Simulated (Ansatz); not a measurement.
Input file for Ansatz (an electronic-structure program): U-PBE/def2-TZVPP on H2Zr (SMILES [ZrH2]), 2S+1 = 3, a spin state set in the input, which need not be the lowest. Elements past Kr take the def2 small-core potentials; no spin–orbit coupling.

Ansatz 0.2 input:
```yaml
crystal:
  periodic: [false, false, false]
  atoms:
    - {symbol: Zr, position_ang: [0.43732521, 0.10792663, 0.40739307]}
    - {symbol: H, position_ang: [0.01448027, -1.61782442, -0.15907374]}
    - {symbol: H, position_ang: [-0.48497420, 1.55726939, -0.31863897]}
basis:
  gaussian:
    orbitals: def2-TZVPP
hamiltonian:
  xc: {name: PBE}
magnetization: {spin_polarized: true, initial_magnetization: 2}
```

Program output:

```
WARN ansatz: RAYON_NUM_THREADS=1 ignored (pool sized by the plan → 1); use --threads N
Functional definition: PBE
integrals: 0.01 GiB planned
430 factors; their error is unknown
mean field: 0.21 GiB planned
mean field evaluation 1: about -1306.0176 eV, gradient 1.8e1 eV
mean field evaluation 2: about -1303.1290 eV, gradient 2.8e1 eV
mean field evaluation 4: about -1309.3786 eV, gradient 2.3e0 eV
mean field evaluation 8: about -1309.4073 eV, gradient 2.1e-1 eV
mean field evaluation 16: about -1309.4075 eV, gradient 2.6e-4 eV
mean field evaluation 32: about -1309.3412 eV, gradient 6.1e-4 eV
mean field evaluation 64: about -1309.4075 eV, gradient 1.2e-3 eV
mean field evaluation 96: about -1308.3532 eV, gradient 5.3e0 eV
mean field evaluation 128: about -1307.6012 eV, gradient 3.6e0 eV
mean field -1309.40749832 eV, -48.1198380148 hartree, gradient 9.4e-6 eV, S^2 2.005534; 14 other end points of the search recorded, 0 dependent functions left out
reference -1309.40754675 eV, -48.1198397947 hartree; 8, 6 occupied and 76, 78 virtual orbitals, 430 factors
Total energy: -1309.40754675 eV, -48.1198397947 hartree
```

The run converged.

Cost: about 9 core-seconds (a rough figure).
